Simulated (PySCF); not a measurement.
Species: C₆H₉BS.
Atom-mapped SMILES: `[CH3:1][B:2]([CH3:3])[c:4]1[cH:5][cH:6][cH:7][s:8]1` (hydrogens: H9, H10, H11 on C1; H12, H13, H14 on C3; H15 on C5; H16 on C6; H17 on C7)

Method: PySCF 2.14.0, PBE0-D3(BJ)/def2-SVP geometry optimisation, gas phase.

**Question.** List the bond lengths, angles and torsions at this level.

**Answer.** 
```
                  bond  length (pm)     order
          C1–B2, B2–C3        157.6    single
                 B2–C4        154.8    single
                 C4–C5        138.8  aromatic
                 C5–C6        141.4  aromatic
                 C6–C7        137.8  aromatic
                 C7–S8        170.4  aromatic
                 C4–S8        173.6  aromatic
C1–H9 and 5 like bonds        110.3    single
                C5–H15        109.2    single
                C6–H16        109.1    single
                C7–H17        109.0    single
```

Bonds in one row agree within 1 pm and their mean is given. Orders are formal, as drawn. A selection of angles:
```
     angle  degrees
  B2–C1–H9    116.2
 B2–C1–H10    109.6
 H9–C1–H10    108.5
H10–C1–H11    105.0
  C1–B2–C3    120.0
  C1–B2–C4    121.4
  C3–B2–C4    118.6
 B2–C3–H12    113.8
 B2–C3–H13    111.3
  B2–C4–C5    129.4
  B2–C4–S8    121.6
  C5–C4–S8    109.1
  C4–C5–C6    114.2
 C4–C5–H15    122.1
 C6–C5–H15    123.7
  C5–C6–C7    111.9
 C5–C6–H16    124.6
 C7–C6–H16    123.4
  C6–C7–S8    111.7
 C6–C7–H17    127.5
 S8–C7–H17    120.7
  C4–S8–C7     93.1
```

Dihedral angles: C1–B2–C4–C5 180° (antiperiplanar). The mirror-image conformer, all signs reversed, is as good.

S8 (thiophene-type sulfur) is bent (angle 93.1°). The 5-membered ring C4–C5–C6–C7–S8 has internal angles of 93.1° to 114.2° (sum 540°, against 540° for a flat polygon); it is planar, 0.00 Å rms from its mean plane, widest ring torsion 0°. The B–C distances run from 1.548 Å (B2–C4, drawn single) to 1.579 Å (B2–C3, drawn single), a spread of 0.031 Å. B2 (three-coordinate boron) is planar (angles 121.4°, 120.0° and 118.6°, sum 360.0°, 0.00 Å off the plane of its three neighbours). The 3 C–C bonds span 1.378 Å (C6–C7, aromatic) to 1.414 Å (C5–C6, aromatic), a spread of 0.036 Å. The 8 heavy atoms lie in one plane (0.005 Å rms). Of the pairs four or more bonds apart, S8···H9 is among the closest relative to their van der Waals radii: 2.80 Å, 93 % of the sum of Bondi's values.

Point group: near Cs, missed by 0.20 Å at most; the miss may be what the optimiser left on a soft mode. Not checked by PBE0-D3(BJ)/def2-SVP frequencies.
